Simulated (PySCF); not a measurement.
Job for PySCF: R-BP86/6-31G* on C3H9B (SMILES BC(C)C), a point of a torsion scan.

```python
from pyscf import gto, scf, dft, mp
from pyscf.data.elements import chemcore

mol = gto.M(
    atom='''
    B    -0.38682556    1.60599722    0.22775396
    C     0.08242885    0.10418409    0.34973082
    C    -0.37271073   -0.49519077    1.69323867
    C    -0.36519111   -0.81077732   -0.79410956
    H    -1.09216131    1.95689453   -0.63541137
    H    -0.03416636    2.37639859    1.03386144
    H     1.18144050    0.09698047    0.36780257
    H     0.00046283   -1.51227840    1.80170845
    H    -1.45925833   -0.52422951    1.74346633
    H    -0.00748316    0.09864186    2.52747192
    H    -1.45081911   -0.87059839   -0.82996956
    H     0.02658795   -1.81896748   -0.66284546
    H    -0.01335267   -0.42955075   -1.74994571
    ''',
    basis='6-31g*',
    cart=True,
    charge=0, spin=0, verbose=3, max_memory=1800)
mf = dft.RKS(mol, xc='b88,p86')
mf.conv_tol = 1e-8
mf.max_cycle = 100
mf.kernel()
if not mf.converged:
    mf = mf.newton().run(mf.mo_coeff, mf.mo_occ)
```

Program output:

```
converged SCF energy = -144.540441437363
```

Self-consistency was reached.

Cost: very roughly 16 core-seconds.
